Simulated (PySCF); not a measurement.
Species: C3H5O, net charge -1, singlet state. It need not be the lowest isomer of its formula. Whether it binds its extra electron was not tested at this geometry. SMILES: C=CC[O-]
Structure (B3LYP-D3(BJ)/def2-TZVP (Ansatz) minimum search):
```
C
C 1 1.3343
H 2 1.0872 1 120.66
H 2 1.0875 3 116.56 1 178.71
H 1 1.0902 2 119.44 3 177.49
C 1 1.5230 5 113.05 2 174.67
O 6 1.3313 1 111.58 5 -53.27
H 6 1.1350 7 116.00 1 120.83
H 6 1.1429 8 102.31 7 -126.55
```
Charge -1, spin multiplicity 1.

Dispersion corrections to the total energy (kcal/mol) from the dftd3 and dftd4 libraries through PySCF: D3(BJ) without and D4 with the three-body term, each with the damping fitted for the functional named.

```json
[
 {"functional": "BLYP", "D3(BJ)": "-6.88", "D4": "___"},
 {"functional": "BP86", "D3(BJ)": "-4.87", "D4": "-4.71"},
 {"functional": "B2PLYP", "D3(BJ)": "___", "D4": "-2.57"},
 {"functional": "LC-wPBE", "D3(BJ)": "-2.90", "D4": "-4.05"},
 {"functional": "PBE", "D3(BJ)": "-3.31", "D4": "-3.69"},
 {"functional": "HSE06", "D3(BJ)": "-1.95", "D4": "___"},
 {"functional": "BHLYP", "D3(BJ)": "-4.20", "D4": "-3.93"}
]
```

Q: What belongs in the gaps?

A: 
- BLYP, D4: -8.41
- B2PLYP, D3(BJ): -2.47
- HSE06, D4: -2.80
